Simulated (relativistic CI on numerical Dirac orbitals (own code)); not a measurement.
## Ni3+ in a cubic cluster: 3s photoemission with charge transfer

Computed with a charge-transfer multiplet model of a cubic metal-ligand cluster with up to 3 ligand holes, Slater and spin-orbit integrals from Dirac-Coulomb-Breit ions, Slater integrals scaled by 0.8. The ground state mixes d7 with configurations of k ligand holes L, whose averages lie at kΔ + k(k − 1)U_dd/2; a core hole lowers each added d electron by U_cd. 300 K, Lorentzian 1.4 eV and Gaussian 0.8 eV FWHM.

Atomic integrals in eV (Slater integrals scaled, ζ unscaled), ground: F2dd 10.578, F4dd 6.603, zeta_d 0.089; with the core hole: F2dd 11.389, F4dd 7.148, zeta_d 0.100, G2cd 11.243.

Cluster parameters (eV): Δ = -1, U_dd = 8.3, U_cd = 10.2, 10Dq = 1.35, 10Dq(ligand) = 0.3, final-state hopping factor = 1.

Weights, n_d and S are thermal averages at 300 K. Binding energies count from the first peak over 30 % of the highest in each spectrum, which can be another peak from case to case. The parameters are a model scan and need not match a compound or its usual spin state. Peaks in eV (height, largest 100): 0.0 (100), 5.1 (21), 7.6 (60), 14.0 (14), 18.5 (6).

Task: Which parameters give this spectrum?
A. V(eg) = 2.05 eV, V(t2g) = -1 eV
B. V(eg) = 1.75 eV, V(t2g) = -0.86 eV
C. V(eg) = 0.55 eV, V(t2g) = -0.27 eV
D. V(eg) = 1.45 eV, V(t2g) = -0.71 eV
E. V(eg) = 2.35 eV, V(t2g) = -1.15 eV

Result: C. V(eg) = 0.55 eV, V(t2g) = -0.27 eV; the ground state then has 7.89 d electrons and S = 0.53. The choice follows from running the model for each set and comparing peak positions and heights. Without intra-shell correlation the exchange splitting of the 3s hole comes out too large.
